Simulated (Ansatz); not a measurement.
Input for Ansatz (a quantum-chemistry and plane-wave program): U-PBE0/def2-TZVPP on MgB, 2S+1 = 2, a spin state set in the input, which need not be the lowest, a point of a bond scan (R = 2.387 Å).

Ansatz 0.2 input:
```yaml
crystal:
  periodic: [false, false, false]
  atoms:
    - {symbol: B, position_ang: [0.00000000, 0.00000000, 0.00000000]}
    - {symbol: Mg, position_ang: [0.00000000, 0.00000000, 2.38676700]}
basis:
  gaussian:
    orbitals: def2-TZVPP
    pivot_positions_ang: [[0.00000000, 0.00000000, 0.00000000], [0.00000000, 0.00000000, 2.38676700]]
hamiltonian:
  xc: {name: PBE0}
magnetization: {spin_polarized: true, initial_magnetization: 1}
output: {forces: true, orbitals: {seedname: ./end}}
```

The head of its log:

```
WARN ansatz: RAYON_NUM_THREADS=2 ignored (pool sized by the plan → 2); use --threads N
Functional definition: PBE0
integrals: 0.01 GiB planned
457 factors; their error is unknown
mean field: 0.17 GiB planned
mean field evaluation 1: about -6109.6614 eV, gradient 1.3e1 eV
mean field evaluation 2: about -6102.9367 eV, gradient 2.4e1 eV
```

Q: What total energy does the run end on?

A: -224.6043 hartree. Its determinant has ⟨S²⟩ = 1.08, a mixture of spin states.
